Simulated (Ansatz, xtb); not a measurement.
Relative energy of two structures of CH2GaSi

Structure I: `[CH]1=[SiH][Ga]1`, a doublet. Structure II: a doublet given by its coordinates. Both are isolated molecules in the gas phase, relaxed with r2SCAN-D4/def2-SVP.

I (Å):

```xyz
5

C    -1.2126    1.5345    1.4497
Ga   -0.5888    0.2831    2.7957
Si   -1.2214   -0.0012    0.5386
H    -1.4537    2.5887    1.2572
H    -1.6588   -0.0087   -0.9132
```

II (Å):

```yaml
atoms:
  - { symbol: C, position_ang: [1.1321, -0.7083, -0.9211] }
  - { symbol: Ga, position_ang: [-0.5649, -0.5076, -0.0062] }
  - { symbol: Si, position_ang: [0.0706, -1.4825, -2.0749] }
  - { symbol: H, position_ang: [-1.2255, 0.0515, 1.2728] }
  - { symbol: H, position_ang: [2.1304, -0.3821, -0.6070] }
```

Close contacts (Å): C1–Ga2 1.94, C1–Si3 1.75, Ga2–Si3 2.37, C1–H5 1.10, Ga2–H4 1.54.

**Question.** Which of the two would you expect CCSD(T)/def2-SVP electronic energies to favour?

**Answer.** Structure II; the calculation gives E(II) − E(I) = −36.6 kJ/mol.

Level by level:

```csv
level,geometry,E(II) − E(I) (kJ/mol),departure from the last row (kJ/mol),"job, with rough time for the two"
r2SCAN-D4/def2-SVP,r2SCAN-D4/def2-SVP,−28.9,+7.7,"optimisation, 4.6 min"
HF/def2-SVP,r2SCAN-D4/def2-SVP,−38.3,−1.6,part of the CCSD(T) run
MP2/def2-SVP,r2SCAN-D4/def2-SVP,−51.1,−14.4,part of the CCSD(T) run
CCSD(T)/def2-SVP,r2SCAN-D4/def2-SVP,−36.6,,"single point, 22 s"
```

The levels shown agree on the order. The largest departure from CCSD(T)/def2-SVP is that of MP2/def2-SVP, 14.4 kJ/mol. Levels run at GFN2-xTB geometries aren't shown. MP2 in a larger basis moves the difference by +1.0 kJ/mol, a step that isn't added because spin contamination makes open-shell MP2 unreliable in this search.

With harmonic frequencies from r2SCAN-D4/def2-SVP (ideal gas, rigid rotor, one conformer each, 298.15 K, 1 atm): the zero-point term adds −1.1 kJ/mol; ΔH is −37.2 and ΔG −38.2 kJ/mol.

Open shells are spin-unrestricted, with notable spin contamination under HF/def2-SVP, MP2/def2-SVP, CCSD(T)/def2-SVP. The correlated steps freeze 15 core orbitals; the filled d shell of Ga is correlated, in a basis made for valence electrons. Codes used: Ansatz 0.2.0; the last row on 1 thread of Arm Neoverse V2 on a shared host.
